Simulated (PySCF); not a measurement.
Finite-field polarisability of Cu (copper, neutral)

[Ar] 3d10 4s1, 2S determinant. All numbers are calculated (PySCF 2.14, scalar relativity through the core potential, in aug-cc-pwCVDZ-PP with ECP10MDF (6s6p5d3f, 70 functions)). Frozen: 3s2 3p6. Energy changes in a uniform field (μhartree):

```tsv
axis	F (au)	HF	MP2	CCSD	CCSD(T)
x	0.0017	-102.546	-57.604	-74.657	-71.350
x	0.0034	-410.260	-230.702	-298.751	-285.525
```

**Question.** Derive α along x at CCSD(T) from the two fields.

**Answer.** With ΔE = −αF²/2 − γF⁴/24, α = −(16 ΔE(F) − ΔE(2F))/(6F²) = 49.37 bohr³.

**Question.** And the mean polarisability at each level?

**Answer.** HF 70.96, MP2 39.85, CCSD 51.66, CCSD(T) 49.37 bohr³. Reference: 46.5 ± 0.5 bohr³ (recommended; Schwerdtfeger and Nagle, table of static dipole polarizabilities (2023 update)).

CCSD(T) lies more than 5 % above the reference; correlation of the frozen inner shells, absent here, would lower it.

A double-zeta set is small for polarisabilities.
